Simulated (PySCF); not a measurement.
**Question.** What does the PBE0-D3(BJ)/def2-SVP structure of `F[B](F)[GeH3]` look like in three dimensions?

**Answer.** 
```xyz
7
BF2GeH3 angstrom
F      1.555    1.040   -0.179
B      0.914   -0.111   -0.171
F      1.646   -1.195   -0.335
Ge    -1.138   -0.260    0.095
H     -1.436   -0.862    1.481
H     -1.734   -1.206   -0.964
H     -1.824    1.111   -0.007
```

Any rigid rotation of these coordinates is as good. Atoms count from 1 in this order. B2 (three-coordinate boron) is planar (angles 123.0°, 120.4° and 116.6°, sum 360.0°, 0.00 Å off the plane of its three neighbours). The 4 heavy atoms lie in one plane (0.001 Å rms). Ge4 (germanium bonded to B and 3 H) is tetrahedral (angles from 107.7° to 111.6°).

Bonds between heavy atoms (Å): F1–B2 1.318, B2–F3 1.318, B2–Ge4 2.075.

Method used: PBE0-D3(BJ)/def2-SVP geometry optimisation, gas phase in PySCF 2.14.0.

Point group: near Cs, missed by 0.33 Å at most; the miss may be what the optimiser left on a soft mode. No PBE0-D3(BJ)/def2-SVP frequencies stand behind this structure, so it isn't proved a minimum.
